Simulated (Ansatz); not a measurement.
Total energies of C₂H₈NO₂Y, SMILES `C[N](C)[Y]([OH])[OH]`.

Cartesian coordinates in Å:
```
C 0.337 -1.766 0.049
N -0.225 -0.446 0.187
C -1.479 -0.490 0.897
Y 0.685 1.351 -0.565
O 2.457 1.107 -1.531
O -0.342 3.073 -0.220
H -0.330 -2.447 -0.506
H 0.529 -2.242 1.025
H 1.290 -1.733 -0.491
H -1.906 0.513 1.002
H -1.369 -0.908 1.912
H -2.228 -1.113 0.381
H 3.283 1.151 -2.003
H -0.702 3.950 -0.136
```

Charge 0, multiplicity 1. Correlated methods include outer-core shells of Y, which these sets cover unevenly. Y: def2 effective core potential. The structure was optimised at the PBE0-D4/def2-TZVP level. It is one conformer, not always the lowest. Basis def2-TZVPP, Ansatz 0.2.0.

RPA on PBE orbitals: Hartree–Fock energy of these orbitals -322.65345 Eh, correlation -2.06692 Eh (frozen core).

```tsv
functional	kind	energy without D4 (Eh)	D4 term (kJ/mol)
LDA (SPW92)	LDA	-322.42981	–
PBE	GGA	-324.49175	-25.7
revPBE	GGA	-324.76364	-75.6
BLYP	GGA	-324.70821	-54.9
r2SCAN	meta-GGA	-324.68802	-6.8
B97M-V	meta-GGA with VV10	-324.78240	–
PBE0	global hybrid, 25 % exact exchange	-324.48953	-22.0
B3LYP	global hybrid, 20 %	-324.85108	-41.0
r2SCANh	meta-GGA hybrid, 10 %	-324.66002	-7.3
r2SCAN0	meta-GGA hybrid, 25 %	-324.61975	-8.0
HSE06 (plane-wave form)	screened hybrid	-324.47341	-20.7
BHLYP	global hybrid, 50 %	-324.59134	-32.7
CAM-B3LYP	range-separated hybrid	-324.67810	-22.5
LC-ωPBE	long-range corrected hybrid	-324.67885	–
ωB97X-V	range-separated hybrid GGA with VV10	-324.71279	–
ωB97M-V	range-separated hybrid meta-GGA with VV10	-324.63814	–
B2PLYP	double hybrid	-324.53501	–
PBE-QIDH	double hybrid	-324.40222	–
```

B3LYP takes the VWN-RPA correlation (the form of Gaussian; ORCA's B3LYP/G). HSE06 is the plane-wave form, built on full-range PBE exchange. The double hybrids freeze the cores in their second-order part.

LC-ωPBE has ω = 0.4 bohr⁻¹.
